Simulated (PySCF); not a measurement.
PySCF input for C4H4F2, SMILES CC#CC(F)F, PBE/pcSseg-1. Coordinates come from a r2SCAN-D4/def2-SVP optimisation.

```python
import numpy as np
from pyscf import gto, scf, dft
from pyscf.prop.nmr import rks as nmr

mol = gto.M(
    atom='''
    C     2.90379776    0.59818121   -0.00210006
    C     1.46844326    0.39783795   -0.04761441
    C     0.26721022    0.21609800   -0.07773108
    C    -1.18204232    0.05187903   -0.14069480
    F    -1.70449241   -0.10866426    1.10725446
    F    -1.51181371   -1.05389630   -0.86499672
    H     3.21801708    0.95823285    0.99058447
    H     3.22507990    1.34087621   -0.74962472
    H     3.43902424   -0.34293363   -0.20566448
    H    -1.67981958    0.92289243   -0.60677304
    ''',
    basis='pcSseg-1',
    charge=0,
    spin=0,
    max_memory=1600,
    verbose=3,
)
mf = dft.RKS(mol, xc='pbe')
mf.grids.level = 3
mf.conv_tol = 1e-10
mf.max_cycle = 100
mf.kernel()
n = nmr.NMR(mf)
n.verbose = 2
n.max_cycle_cphf = 60
sigma = n.kernel()
print('atom   isotropic/ppm   span/ppm')
for i, s in enumerate(sigma):
    w = np.linalg.eigvalsh((s + s.T) / 2)
    print(f'{mol.atom_symbol(i):2s}{i + 1:3d} {w.mean():14.3f} {w[2] - w[0]:11.3f}')
```

It prints:

```
converged SCF energy = -354.031432514225
atom   isotropic/ppm   span/ppm
C   1        175.237      26.463
C   2         89.976     232.597
C   3        103.053     260.467
C   4         66.740      44.586
F   5        275.256     214.862
F   6        275.075     215.191
H   7         29.150      11.186
H   8         29.200      11.170
H   9         29.142      11.225
H  10         24.666       5.803
```

The run converged.

Cost: around 14 core-seconds (rough).
